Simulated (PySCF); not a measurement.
n-butyl acetate (C6H12O2), singlet, at a GFN2-xTB geometry; PySCF with DF-BLYP/def2-SVP.

PySCF was given this input:
```python
from pyscf import gto, scf, dft

mol = gto.Mole()
mol.atom = '''
    C    -3.894407    0.594547   -0.339144
    C    -2.680020   -0.315889   -0.204911
    C    -1.384824    0.487346   -0.119514
    C    -0.172190   -0.420922    0.015243
    O     1.000337    0.391772    0.082755
    C     2.168030   -0.251842    0.177666
    C     3.315619    0.722488    0.237277
    O     2.267997   -1.449484    0.208942
    H    -3.818306    1.202287   -1.237828
    H    -4.806963    0.006703   -0.398434
    H    -3.969437    1.259622    0.518059
    H    -2.783162   -0.931305    0.691237
    H    -2.631969   -0.988236   -1.064036
    H    -1.419767    1.158346    0.740578
    H    -1.267984    1.099898   -1.015259
    H    -0.232980   -1.033039    0.922494
    H    -0.085877   -1.098704   -0.841851
    H     3.187030    1.380720    1.092684
    H     3.318282    1.332110   -0.662713
    H     4.251204    0.178931    0.321783
'''
mol.basis = 'def2-svp'
mol.charge = 0
mol.spin = 0
mol.verbose = 4
mol.build()

mf = dft.RKS(mol)
mf.xc = 'blyp'
mf = mf.density_fit(auxbasis='def2-universal-jkfit')
mf.kernel()
```

The log (banner, timings and long lists left out):

```
PySCF version 2.14.0

[INPUT] verbose = 4
[INPUT] num. atoms = 20
[INPUT] num. electrons = 64
[INPUT] charge = 0
[INPUT] spin (= nelec alpha-beta = 2S) = 0
[INPUT] symmetry False subgroup None
[INPUT] Mole.unit = angstrom
[INPUT] Symbol           X                Y                Z      unit          X                Y                Z       unit  Magmom
[INPUT]  1 C     -3.894407000000   0.594547000000  -0.339144000000 AA   -7.359362647589   1.123530998182  -0.640889276789 Bohr   0.0
[INPUT]  2 C     -2.680020000000  -0.315889000000  -0.204911000000 AA   -5.064503808357  -0.596943695763  -0.387225669911 Bohr   0.0
[INPUT]  3 C     -1.384824000000   0.487346000000  -0.119514000000 AA   -2.616938090725   0.920950467902  -0.225848728051 Bohr   0.0
[INPUT]  4 C     -0.172190000000  -0.420922000000   0.015243000000 AA   -0.325391941389  -0.795427299804   0.028805095317 Bohr   0.0
[INPUT]  5 O      1.000337000000   0.391772000000   0.082755000000 AA    1.890362962269   0.740341783273   0.156384285438 Bohr   0.0
[INPUT]  6 C      2.168030000000  -0.251842000000   0.177666000000 AA    4.096982929841  -0.475912406663   0.335740081647 Bohr   0.0
[INPUT]  7 C      3.315619000000   0.722488000000   0.237277000000 AA    6.265611843404   1.365304448285   0.448388545658 Bohr   0.0
[INPUT]  8 O      2.267997000000  -1.449484000000   0.208942000000 AA    4.285893181335  -2.739127781939   0.394843155919 Bohr   0.0
[INPUT]  9 H     -3.818306000000   1.202287000000  -1.237828000000 AA   -7.215552599784   2.271993153125  -2.339155909318 Bohr   0.0
[INPUT] 10 H     -4.806963000000   0.006703000000  -0.398434000000 AA   -9.083843560918   0.012666834213  -0.752931138715 Bohr   0.0
[INPUT] 11 H     -3.969437000000   1.259622000000   0.518059000000 AA   -7.501148798715   2.380340600477   0.978989626366 Bohr   0.0
[INPUT] 12 H     -2.783162000000  -0.931305000000   0.691237000000 AA   -5.259413940297  -1.759911388438   1.306248617166 Bohr   0.0
[INPUT] 13 H     -2.631969000000  -0.988236000000  -1.064036000000 AA   -4.973700578345  -1.867495386436  -2.010736626678 Bohr   0.0
[INPUT] 14 H     -1.419767000000   1.158346000000   0.740578000000 AA   -2.682970790695   2.188956697485   1.399489593878 Bohr   0.0
[INPUT] 15 H     -1.267984000000   1.099898000000  -1.015259000000 AA   -2.396142490331   2.078505984957  -1.918561455500 Bohr   0.0
[INPUT] 16 H     -0.232980000000  -1.033039000000   0.922494000000 AA   -0.440268392501  -1.952160785995   1.743261011555 Bohr   0.0
[INPUT] 17 H     -0.085877000000  -1.098704000000  -0.841851000000 AA   -0.162284010399  -2.076249651964  -1.590867827691 Bohr   0.0
[INPUT] 18 H      3.187030000000   1.380720000000   1.092684000000 AA    6.022613850773   2.609182654709   2.064873500694 Bohr   0.0
[INPUT] 19 H      3.318282000000   1.332110000000  -0.662713000000 AA    6.270644184074   2.517323067794  -1.252346069189 Bohr   0.0
[INPUT] 20 H      4.251204000000   0.178931000000   0.321783000000 AA    8.033611259655   0.338130585195   0.608081741541 Bohr   0.0

nuclear repulsion = 377.934579622035
number of shells = 84
number of NR pGTOs = 276
number of NR cGTOs = 172
basis = def2-svp
ecp = {}

******** <class 'pyscf.df.df_jk.DFRKS'> ********
method = DFRKS
initial guess = minao
damping factor = 0
level_shift factor = 0
DIIS = <class 'pyscf.scf.diis.CDIIS'>
diis_start_cycle = 1
diis_space = 8
diis_damp = 0
SCF conv_tol = 1e-09
SCF conv_tol_grad = None
SCF max_cycles = 50
direct_scf = False
XC library pyscf.dft.libxc version 7.1.2
    S. Lehtola, C. Steigemann, M. J. T. Oliveira, and M. A. L. Marques,  SoftwareX 7, 1–5 (2018)
XC functionals = blyp
    A. D. Becke,  Phys. Rev. A 38, 3098 (1988)
    C. Lee, W. Yang, and R. G. Parr,  Phys. Rev. B 37, 785 (1988)
    B. Miehlich, A. Savin, H. Stoll, and H. Preuss,  Chem. Phys. Lett. 157, 200 (1989)
radial grids:
    Treutler-Ahlrichs [JCP 102, 346 (1995); DOI:10.1063/1.469408] (M4) radial grids

becke partition: Becke, JCP 88, 2547 (1988); DOI:10.1063/1.454033
pruning grids: <function nwchem_prune>
grids dens level: 3
symmetrized grids: False
atomic radii adjust function: <function treutler_atomic_radii_adjust>
small_rho_cutoff = 0
Set gradient conv threshold to 3.16228e-05
Initial guess from minao.
tot grids = 230568
init E= -386.40001000517
  HOMO = -0.350207947242855  LUMO = -0.0815620537598809  gap/eV = 7.31023
cycle= 1 E= -385.60842126493  delta_E= 0.792  |g|= 1.11  |ddm|= 4.57
  HOMO = -0.027077120763245  LUMO = 0.0586820959148024  gap/eV = 2.33363
cycle= 2 E= -384.661307166723  delta_E= 0.947  |g|= 2.37  |ddm|=  4.4
  HOMO = -0.217501294680809  LUMO = 0.00403805128735879  gap/eV = 6.02839
cycle= 3 E= -385.789361856574  delta_E= -1.13  |g|= 0.615  |ddm|= 3.69
  HOMO = -0.211929744263894  LUMO = -0.00655212040070463  gap/eV = 5.58861
cycle= 4 E= -385.866552378477  delta_E= -0.0772  |g|= 0.155  |ddm|= 0.662
  HOMO = -0.216888735211024  LUMO = -0.0155882590529117  gap/eV = 5.47766
cycle= 5 E= -385.869499366076  delta_E= -0.00295  |g|= 0.0837  |ddm|= 0.169
  HOMO = -0.212769853010218  LUMO = -0.0110148920163295  gap/eV = 5.49003
cycle= 6 E= -385.871042572826  delta_E= -0.00154  |g|= 0.0131  |ddm|= 0.0787
  HOMO = -0.211885590563996  LUMO = -0.00989576387833457  gap/eV = 5.49642
cycle= 7 E= -385.871079017974  delta_E= -3.64e-05  |g|= 0.00444  |ddm|= 0.0173
  HOMO = -0.212605246976695  LUMO = -0.0104920875418952  gap/eV = 5.49978
cycle= 8 E= -385.871083846834  delta_E= -4.83e-06  |g|= 0.000747  |ddm|= 0.00645
  HOMO = -0.212619745256601  LUMO = -0.0104933279971515  gap/eV = 5.50014
cycle= 9 E= -385.87108396151  delta_E= -1.15e-07  |g|= 0.000308  |ddm|= 0.001
  HOMO = -0.212602580469932  LUMO = -0.010470206230083  gap/eV = 5.50030
cycle= 10 E= -385.871083984017  delta_E= -2.25e-08  |g|= 6.52e-05  |ddm|= 0.000365
  HOMO = -0.212611107632318  LUMO = -0.0104781395026419  gap/eV = 5.50032
cycle= 11 E= -385.87108398491  delta_E= -8.93e-10  |g|= 2.5e-05  |ddm|= 9.74e-05
  HOMO = -0.212604117951457  LUMO = -0.0104741296496242  gap/eV = 5.50024
Extra cycle  E= -385.871083984695  delta_E= 2.15e-10  |g|= 4.16e-05  |ddm|= 7.13e-05
converged SCF energy = -385.871083984695
```
